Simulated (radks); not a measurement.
Species: the technetium ion Tc13+. Configuration: [Ar] 3d10 4s2.

All-electron calculation, scalar-relativistic Kohn-Sham, PBE, spin-polarised, spherical densities, finite nucleus; Fermi nuclear charge, rms radius 4.4112 fm. Program: a radial shooting solver on a logarithmic mesh with Libxc functionals.

Energy parts (eV):
part                       energy
total                 -115072.809
kinetic                118874.269
electron-nucleus      -268822.902
Hartree                 38126.462
exchange-correlation    -3250.638

Orbitals (lengths in bohr, moments of r in powers of bohr; r(max) is where P^2 peaks; r(90%) holds 90 % of the orbital's charge):
orbital  occ.  eigenvalue (eV)      <r>   r(max)  r(90%)
1s          2        -21152.13  0.03428  0.02228  0.0614
2s          2        -3255.103   0.1495   0.1261   0.231
2p          6        -2943.435   0.1302   0.1008   0.212
3s          2        -785.8222   0.4122   0.3709   0.607
3p          6        -683.1303   0.4120   0.3639   0.620
3d         10        -517.5687   0.3911   0.3086   0.620
4s          2        -304.3394   0.9319   0.8848    1.32
4p          0        -270.8809   0.9767   0.9244    1.40
5s          0        -162.2650    1.679    1.699    2.34

The highest occupied level is 4s at -304.34 eV. For comparison, the ionisation energy in NIST's Atomic Spectra Database is 311 eV (theoretical). In exact Kohn-Sham theory the highest level is minus the ionisation energy, but local and semilocal functionals leave it too shallow, through self-interaction and a potential that decays too fast; potentials with the right tail come closer.
